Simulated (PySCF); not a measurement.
# TDDFT excited states: C4H10AlF

Species: AlEt2F, C4H10AlF.
SMILES: `[Al]([F])([CH2]C)[CH2]C`

Method: PySCF, TDDFT CAM-B3LYP/def2-SVPD, vertical, gas phase, core orbitals frozen in the response. One conformer (not necessarily the lowest) at the PBE0-D3(BJ)/def2-SVP geometry, without solvent, vibrations or thermal averaging.

Q: Predict the UV-vis stick spectrum at this level.

A: 

```csv
state,E (eV),ν̃ (cm⁻¹),f,"main configurations (H = HOMO, L = LUMO)"
S1,5.64,45490,0.0003,H→L+1 (94%)
S2,6.12,49380,0.081,H→L (91%)
S3,7.31,58960,0.030,"H-1→L (50%), H→L+2 (43%)"
S4,7.37,59480,0.035,H→L+3 (81%)
S5,7.53,60710,0.027,H-1→L+1 (92%)
S6,8.00,64500,0.0081,"H→L+2 (42%), H-1→L (38%)"
S7,8.25,66520,0.196,"H→L+4 (76%), H-1→L+2 (10%)"
S8,8.41,67800,0.0026,"H-2→L (60%), H→L+5 (9%), H-2→L+1 (8%)"
S9,8.46,68230,0.018,H→L+5 (74%)
S10,8.50,68580,0.013,"H-3→L (40%), H-2→L+1 (30%), H-2→L (17%)"
S11,8.63,69600,0.047,"H-2→L+1 (42%), H-3→L (27%), H-3→L+1 (16%)"
S12,8.71,70210,0.025,"H-3→L+1 (35%), H-1→L+3 (19%), H→L+7 (17%)"
S13,8.76,70630,0.011,"H-3→L+1 (35%), H→L+7 (24%), H-1→L+3 (22%)"
S14,8.88,71660,0.036,"H→L+8 (64%), H→L+6 (14%)"
S15,8.97,72350,0.021,"H→L+9 (31%), H→L+6 (21%), H→L+8 (14%)"
```

Triplets, Tamm–Dancoff:

| state | E (eV) | λ (nm) | main configurations (H = HOMO, L = LUMO) |
| --- | --- | --- | --- |
| T1 | 5.35 | 231.7 | H→L+1 (89%) |
| T2 | 5.65 | 219.3 | H→L (80%) |
| T3 | 6.80 | 182.5 | H-1→L+1 (78%), H-1→L (10%) |
| T4 | 6.97 | 177.9 | H-1→L (47%), H→L+2 (30%), H-1→L+1 (11%) |

The lowest singlet comes at 220 nm (544 kJ/mol) in the ultraviolet; it is dark (f under 0.0005); its leading configuration is HOMO→LUMO+1 (94%). The strongest level in the table is S7 at 8.25 eV (150 nm, f = 0.196). Löwdin shares by element: HOMO carbon 55% or more, aluminium 17% (atoms not listed hold the other 29%); LUMO aluminium 60%, carbon 11% or more (atoms not listed hold the other 29%). The listed states span 3.33 eV, and the widest gap between neighbours is 1.19 eV (S2 to S3). Orbital energies (eV): HOMO-3 -11.15, HOMO-2 -11.04, HOMO-1 -10.19, HOMO -8.68, LUMO 0.25, LUMO+1 0.56, LUMO+2 1.69. Weighted by f, the mean energy of these states is 7.94 eV. The window holds the lowest 15 singlets.
